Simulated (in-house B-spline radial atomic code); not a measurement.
RPA and G0W0 for the chlorine ion Cl²⁺, [Ne] 3s2 3p3, highest spin, as one setting changes: the radius of a hard wall (bohr). Start: PBE. A dash marks a level of low quasi-particle weight. Computed with a B-spline radial code for spherical atoms: all electrons, non-relativistic, point nucleus, each spin shell either full or empty, empty states to l = 9 with an (l + 1/2)⁻⁴ tail; G0W0 by contour deformation at full frequency.

| radius of a hard wall (bohr) | mean-field level (eV) | G0W0 level (eV) | RPA correlation (Eh) |
| --- | --- | --- | --- |
| 2 | 0.893 | 3p up -8.873 | -0.99117 |
| 2.5 | -20.358 | 3p up -28.752 | -0.93974 |
| 3 | -28.194 | 3p up -35.76 | -0.91632 |
| 3.5 | -31.24 | 3p up -38.30 | -0.90621 |
| 4 | ? | ? | ? |
| 5 | -33.02 | 3p up -39.50 | -0.90036 |
| 6 | -33.09 | 3p up -39.51 | -0.90013 |
| 8 | ? | ? | ? |
| 12 | -33.10 | 3p up -39.50 | -0.89994 |

(1) What belongs in the row for 8?

(2) What belongs in the row for 4?

Answers

(1) mean-field level (eV): -33.10; G0W0 level (eV): 3p up -39.50; RPA correlation (Eh): -0.90004.

(2) mean-field level (eV): -32.42; G0W0 level (eV): 3p up -39.17; RPA correlation (Eh): -0.90226.
